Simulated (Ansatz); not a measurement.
Cs₄. Total charge 0; triplet. Geometry PBE/def2-TZVP, that of the charge +1 doublet; atoms count from 1.

Cartesian coordinates in Å:
```
Cs -3.383 -2.893 -1.873
Cs 0.232 -1.523 1.935
Cs -0.224 1.514 -1.937
Cs 3.375 2.902 1.876
```

In the def2 sets Cs takes a core potential; there is no spin–orbit coupling. At PBE0/def2-TZVP a singlet of charge 0 lies 0.17 eV below the triplet at the same geometry. The structure comes from a short search, and lower isomers may exist.

(1) Estimate the Mulliken populations from the PBE0/def2-TZVP orbitals of Ansatz.

(2) Where does the spin sit?

(3) And the Mayer bond orders between bonded heavy atoms (over 0.3)?

## Answers

(1) 
```
atom  charge (e)  spin (α − β)
 Cs1       -0.22          0.85
 Cs2        0.22          0.15
 Cs3        0.22          0.15
 Cs4       -0.22          0.85
```
Mulliken values and Mayer orders depend strongly on the basis.

(2) Summed by element: Cs 2.00, of 2 unpaired in all. Largest on single atoms: Cs4 0.85, Cs1 0.85, Cs2 0.15.

(3) Cs1–Cs2 0.40 (5.43 Å); Cs1–Cs3 0.40 (5.42 Å); Cs2–Cs4 0.40 (5.43 Å); Cs3–Cs4 0.40 (5.42 Å).
